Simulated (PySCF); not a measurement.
Two species compared at the same levels of theory.

First species: 2-bromopropene, C₃H₅Br.
SMILES: `C=C(C)Br`

Second species: C₄H₁₄NPSi₂.
InChI=1S/C4H14NPSi2/c1-3-6(4-2)5(7)8/h3H,1,4H2,2,7-8H3

Levels: CAM-B3LYP/def2-SVPD for dipole moment, HOMO energy, LUMO energy, HOMO–LUMO gap, static isotropic polarisability and electronic spatial extent ⟨r²⟩ about the centre of nuclear charge; TDDFT CAM-B3LYP/def2-SVPD for lowest singlet excitation; TDA CAM-B3LYP/def2-SVPD for lowest triplet excitation (Tamm–Dancoff); ΔSCF CAM-B3LYP/def2-SVPD for vertical ionisation energy; PBE0-D3(BJ)/def2-SVP for rotational constant A and rotational constant C. Geometries: PBE0-D3(BJ)/def2-SVP. All species are isolated and taken at one optimised geometry, non-relativistic unless stated; the electronic structure was computed with PySCF and density fitting.

Dipoles, sizes and rotational constants follow the conformer. The torsions of the flexible species, by atom-mapped SMILES:
- `[CH2:1]=[CH:2][P:3]([CH2:4][CH3:5])[N:6]([SiH3:7])[SiH3:8]`: C1–C2–P3–C4 26°, C2–P3–C4–C5 170°, C2–P3–N6–Si7 131°

Values for the first species:

| Property | Result |
| --- | --- |
| Dipole moment | 1.71 D |
| HOMO energy | -8.55 eV |
| LUMO energy | 0.86 eV |
| HOMO–LUMO gap | 9.41 eV |
| Lowest singlet excitation | 5.78 eV |
| Lowest triplet excitation (Tamm–Dancoff) | 4.12 eV |
| Static isotropic polarisability | 60.1 au |
| Vertical ionisation energy | 9.49 eV |
| Electronic spatial extent ⟨r²⟩ about the centre of nuclear charge | 515 bohr² |
| Rotational constant A | 9.256 GHz |
| Rotational constant C | 2.383 GHz |

Question: Estimate the same properties for the second species, and the change in each.

Answer: 
| property | first | second | second less first |
| --- | --- | --- | --- |
| dipole moment | 1.71 D | 1.38 D | -0.33 D |
| HOMO energy | -8.55 eV | -7.80 eV | +0.75 eV |
| LUMO energy | 0.86 eV | 0.40 eV | -0.46 eV |
| HOMO–LUMO gap | 9.41 eV | 8.20 eV | -1.21 eV |
| lowest singlet excitation | 5.78 eV | 5.29 eV | -0.49 eV |
| lowest triplet excitation (Tamm–Dancoff) | 4.12 eV | 3.86 eV | -0.26 eV |
| static isotropic polarisability | 60.1 au | 135.5 au | +75.4 au |
| vertical ionisation energy | 9.49 eV | 8.36 eV | -1.13 eV |
| electronic spatial extent ⟨r²⟩ about the centre of nuclear charge | 515 bohr² | 1842 bohr² | +1327 bohr² |
| rotational constant A | 9.256 GHz | 1.335 GHz | -7.921 GHz |
| rotational constant C | 2.383 GHz | 0.789 GHz | -1.594 GHz |

On the first: In atomic units the dipole is 0.67 e·bohr (1 au = 2.5417 D). No computed singlet falls in the visible range (750 to 380 nm, 1.65 to 3.26 eV); S1 lies 2.52 eV above its blue end. Relativistic effects, spin–orbit coupling among them, are left out although an element past zinc is present.

On the second: The principal polarisabilities are 119.7, 129.6 and 157.2 au; their mean is the isotropic value. A dipole of 1.38 D is allowed in C1, and pure rotational transitions are dipole-allowed.
